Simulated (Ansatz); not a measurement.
`C[N](C)[Ge][F]` → `[F][GeH]` + `C=NC` at 298.15 K and 1 bar (β-hydride elimination).

Isolated molecules relaxed with PBE0-D4/def2-TZVP in Ansatz; ΔE leaves out vibrations. CCSD(T)/CBS adds triple-zeta CCSD(T) − MP2 to the extrapolated MP2 energy (def2 sets, frozen cores). For Ge outer-core shells are correlated without core-valence functions, which leaves a few kJ/mol of doubt a bond. Scalar relativity is left out up to krypton. One conformer a species, not always the lowest.

| species | CCSD(T)/CBS energy (Eh) | H − E (kJ/mol) | S (J/(mol·K)) |
| --- | --- | --- | --- |
| `C[N](C)[Ge][F]` | -2310.36681 | 241.9 | 343.7 |
| `[F][GeH]` | -2176.50038 | 30.3 | 252.4 |
| `C=NC` | -133.77870 | 191.7 | 260.0 |

H − E and S are ideal-gas, rigid-rotor, harmonic terms from PBE0-D4/def2-TZVP, for one conformer and one mirror image of each species. 1 Eh = 2625.50 kJ/mol, R = 8.31446 J/(mol·K).

Question: By hand: ΔE, ΔH, ΔS and ΔG.

Answer: ΔE = (-2176.50038) + (-133.77870) − (-2310.36681) = 0.08773 Eh = 230.3 kJ/mol. Δ(H − E) = 30.3 + 191.7 − 241.9 = -19.9, so ΔH = 210.4 kJ/mol. ΔS = 252.4 + 260.0 − 343.7 = 168.7 J/(mol·K). ΔG = 210.4 − 298.15 × (168.7)/1000 = 160.1 kJ/mol.

Question: By hand: the equilibrium constant, and the temperature at which ΔG would vanish if ΔH and ΔS stayed fixed.

Answer: log₁₀ K = −ΔG/(RT ln 10) = -28.0. ΔG = 0 at ΔH/ΔS = 1247 K.

The number of gas molecules changes by +1, which sets the sign of ΔS. A doubt of 5 kJ/mol in ΔE shifts log₁₀ K by 0.9 here. Other conformers and mirror images would add mixing entropy, several J/(mol·K) or more a flexible species. These are equilibria of isolated gas molecules and say nothing of rates. Largest T1 diagnostic: 0.015 (customary marks: 0.02 for closed shells, 0.045 for open ones).
